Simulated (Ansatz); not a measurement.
Consider the formal exchange of groups at the Al–C bond: `C/[C]([AlH2])=C\F` + `S[SiH]1CC1` → `[AlH2][C@H]1C[Si@@H]1S` + `C/C=C\F`.

Isolated molecules relaxed with PBE0-D4/def2-TZVP in Ansatz; ΔE leaves out vibrations. CBS: MP2 limit from def2 TZ/QZ plus the TZ coupled-cluster correction, frozen cores. Double bonds are as drawn, so ΔE can hold a change between cis and trans. Functionals use def2-TZVPP. One conformer a species, not always the lowest.

`C/[C]([AlH2])=C\F`:

Cartesian coordinates in Å:
```
C 1.408 -0.296 -0.358
C 0.024 0.068 0.097
Al -1.627 -0.488 -0.751
C -0.182 0.835 1.164
F 0.809 1.342 1.916
H 1.541 -1.382 -0.370
H 2.183 0.133 0.279
H 1.583 0.045 -1.383
H -1.600 -1.409 -2.043
H -2.988 0.011 -0.104
H -1.150 1.139 1.552
```

`S[SiH]1CC1`:

```xyz
10

S     1.254    1.359    1.652
Si    0.777    0.264   -0.100
C    -0.594   -0.966   -0.087
C    -0.953    0.405   -0.710
H     2.073    0.425    2.164
H     1.881    0.102   -1.070
H    -0.555   -1.809   -0.770
H    -1.081   -1.204    0.853
H    -1.661    1.009   -0.153
H    -1.141    0.415   -1.779
```

`[AlH2][C@H]1C[Si@@H]1S`:

```xyz
12

Al   -0.012   -1.998    0.937
C     0.680   -0.261    0.530
C     1.060    0.290   -0.858
Si   -0.661    0.693   -0.369
S    -1.170    2.584    0.434
H    -0.333   -2.360    2.448
H    -0.357   -2.992   -0.254
H     1.072    0.314    1.368
H     1.786    1.097   -0.864
H     1.227   -0.441   -1.645
H    -1.779   -0.057   -0.982
H    -1.514    3.132   -0.745
```

`C/C=C\F`:

```xyz
9

C    -0.271    0.730   -0.836
C     0.549   -0.105    0.083
C     0.080   -0.889    1.036
F    -1.232   -1.016    1.283
H    -0.006    1.788   -0.742
H    -0.095    0.450   -1.879
H    -1.335    0.624   -0.629
H     1.629   -0.086   -0.019
H     0.681   -1.496    1.703
```

```csv
level,ΔE (kcal/mol),difference from CCSD(T)/CBS
PBE-D4,-2.8,0.4
PBE0-D4,-3.0,0.2
ωB97X-V,-2.0,1.2
HF/def2-TZVPP,-1.1,2.1
SCS-MP2/def2-TZVPP,-2.6,0.6
CCSD/def2-TZVPP,-2.6,0.6
CCSD(T)/def2-TZVPP,-2.8,0.4
HF/def2-QZVPP,-1.2,2.0
SCS-MP2/def2-QZVPP,-2.7,0.5
CCSD/CBS(def2),-2.9,0.3
CCSD(T)/CBS,-3.2,0
```

Largest T1 diagnostic among the species: 0.012.

In def2-TZVPP, CCSD(T) changes the Hartree–Fock value by −1.7 kcal/mol (the triples alone add −0.2 kcal/mol) and MP2 by −1.8 kcal/mol.
